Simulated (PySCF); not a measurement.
Which determinant of CsSe⁺ lies lowest?

Unrestricted PBE0; PySCF, scalar-relativistic core potentials, basis sets Cs def2-SVP with ECP46, Se def2-SVP. Outer shells of the fragments: Cs+ closed shells only; Se 3d10 4s2 4p4.

Followed along the bond (rough minima from three points):

```
2Ms+1  unpaired  ⟨S²⟩ at the start  R at minimum (Å)  Te (eV)
    3      π ↑↑               2.00              3.88     0.00
    3  σ ↑, π ↑               2.00              4.09     0.26
    1      π ↑↓               1.01              3.88     0.41
    1  σ ↑, π ↓               1.01              4.07     0.66
```

Solutions found at the starting distance of 3.420 Å, counted from the lowest of them; the search is not exhaustive and high or unbound solutions are not listed, so other states can lie among these:

```csv
2Ms+1,unpaired,term,E (eV),⟨S²⟩,⟨Lz²⟩,μ (D)
3,π ↑↑,³Σ⁻,0.00,2.00,0.00,-4.58
3,"σ ↑, π ↑",³Π,0.24,2.00,1.01,-5.01
1,π ↑↓,mixed,0.41,1.01,2.01,-4.58
1,"σ ↑, π ↓",mixed,0.64,1.01,1.01,-4.99
1,none,mixed,1.69,0.00,2.00,-4.53
1,none,¹Σ⁺,2.11,0.00,0.00,-5.33
```

A term symbol is given only where ⟨S²⟩ and ⟨Lz²⟩ are close to those of a pure state; real π, δ and φ orbitals otherwise mix terms. A positive dipole points towards Se; it is taken about the centre of mass and depends on that origin.

Spin–orbit coupling is left out.
